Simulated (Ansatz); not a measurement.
Program: Ansatz. Geometries: PBE0-D4/def2-TZVP. ΔE: electronic, gas phase. CCSD(T)/CBS is the MP2 limit (def2-TZVPP, def2-QZVPP) plus CCSD(T) − MP2 in def2-TZVPP, frozen cores. This one scheme is used for every species. Functionals use def2-TZVPP. One conformer a species, not always the lowest.

`N[SiH](Cl)O[SiH3]` + CH₄ → `C[SiH](N)O[SiH3]` + HCl  (formal exchange of groups at the Si–Cl bond)

(1) Is it downhill or uphill in electronic energy at CCSD(T)/CBS, and by how much? (Estimate.)

(2) What do these levels give: PBE0-D4, ωB97M-V, B2PLYP, MP2/def2-TZVPP, CCSD(T)/def2-TZVPP, HF/CBS(def2)? (Best estimate.)

Largest T1 diagnostic among the species: 0.011.

## Answers

(1) Computed: Uphill: ΔE = +1.17 eV.

(2) The calculation gave: PBE0-D4 1.16, ωB97M-V 1.17, B2PLYP 1.19, MP2/def2-TZVPP 1.18, CCSD(T)/def2-TZVPP 1.13, HF/CBS(def2) 1.27 eV.

In def2-TZVPP, CCSD(T) changes the Hartree–Fock value by −0.14 eV (the triples alone add −0.00 eV) and MP2 by −0.09 eV.
